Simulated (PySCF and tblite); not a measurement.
Values are calculated unless marked as measured or tabulated.
System: C₅H₉FOSi, numbered as in [CH2:1]=[CH:2]/[C:3]([CH3:4])=[CH:5]/[O:6][SiH2:7][F:8].

Geometries: GFN2-xTB; energies: PBE0/pcSseg-1 + D3(BJ), IEF-PCM chloroform; zero-point and thermal terms from GFN2-xTB harmonic modes (soft modes blended into free rotors). Rates follow Eyring's equation with the number of equivalent paths and no tunnelling. Programs: tblite and PySCF.

Task: How high is the barrier to the rotation about the C2–C3 bond (torsion C1–C2–C3–C4 from 0° to 165°, rising), through which structure does it pass, and what rate follows at 298 K?

Result: The electronic barrier is 7.5 kcal/mol and ΔG‡(298 K) 7.1 kcal/mol, over a C1 saddle with an imaginary mode of 112i cm⁻¹ (GFN2-xTB). With 2 equivalent paths, k is 7.9×10⁷ s⁻¹, a mean lifetime of the start of 13 ns against this motion. The end lies 4.0 kcal/mol above the start in free energy.
